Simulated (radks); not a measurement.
The numbers below are computed, except where a source is named.
Initial-state core-level shifts of the tellurium ion Te+ when its valence configuration changes from [Kr] 4d10 5s2 5p3. Code: a radial shooting solver on a logarithmic mesh with Libxc functionals. Model: Dirac Kohn-Sham, BLYP, spin-unpolarised, spherical densities, point nucleus; open shells fill j = l - 1/2 first. Shifts are changes of the shell-averaged eigenvalues in eV (positive: less bound).

valence                1s       3p       3d       4p
4d8 5s2 5p5       -18.353  -18.559  -18.759  -14.842
4d10 5p5           -3.066   -3.025   -3.022   -2.955
4d10 5s1 5p4       -1.561   -1.539   -1.537   -1.504
4d9 5s2 5p4        -9.067   -9.184   -9.276   -7.443
4d8 5s1.5 5p5.5   -19.066  -19.265  -19.465  -15.519
4d9.5 5s1.5 5p4    -5.273   -5.324   -5.368   -4.463
4d9.5 5s2 5p3.5    -4.506   -4.568   -4.612   -3.727
4d9 5s1 5p5       -10.548  -10.648  -10.740   -8.859
4d10 5s1.5 5p3.5   -0.788   -0.777   -0.776   -0.759
